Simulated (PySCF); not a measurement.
Mo(S)2(F)(Me) (CH3FMoS2), SMILES [S]=[Mo]([F])(=[S])[CH3], multiplicity 1. Atoms are numbered in the order given.

```xyz
8

Mo     0.0923    -0.1963     0.0000
S     -0.0354     1.0095    -1.7081
S     -0.0354     1.0095     1.7081
F      1.5037    -1.3748     0.0000
C     -1.7081    -1.2323     0.0000
H     -2.5867    -0.5719     0.0000
H     -1.7201    -1.8602     0.9071
H     -1.7201    -1.8602    -0.9071
```

Geometry: PBE0-D3(BJ)/def2-SVP. The spin state was assumed, not searched. The structure was generated by enumeration; whether it is a known compound was not checked. The def2 effective core potentials stand for the cores of Mo; spin–orbit coupling is left out.

Computed with r2SCAN/def2-TZVP (PySCF).

Symmetry labels are those of the subgroup Cs that the program uses (full group Cs).

Problem. List the valence orbital energies around the gap with their symmetry. (The exact figures need the calculation; the answer reports its results.)

Solution. 
```json
[
 {"orbital": "HOMO−7", "symmetry": "A'", "energy (eV)": "-10.90"},
 {"orbital": "HOMO−6", "symmetry": "A'", "energy (eV)": "-9.25"},
 {"orbital": "HOMO−5", "symmetry": "A\"", "energy (eV)": "-8.88"},
 {"orbital": "HOMO−4", "symmetry": "A'", "energy (eV)": "-8.61"},
 {"orbital": "HOMO−3", "symmetry": "A'", "energy (eV)": "-8.29"},
 {"orbital": "HOMO−2", "symmetry": "A\"", "energy (eV)": "-8.01"},
 {"orbital": "HOMO−1", "symmetry": "A'", "energy (eV)": "-7.57"},
 {"orbital": "HOMO", "symmetry": "A\"", "energy (eV)": "-6.68"},
 {"orbital": "LUMO", "symmetry": "A'", "energy (eV)": "-4.18"},
 {"orbital": "LUMO+1", "symmetry": "A\"", "energy (eV)": "-3.96"},
 {"orbital": "LUMO+2", "symmetry": "A'", "energy (eV)": "-2.52"},
 {"orbital": "LUMO+3", "symmetry": "A\"", "energy (eV)": "-2.32"}
]
```
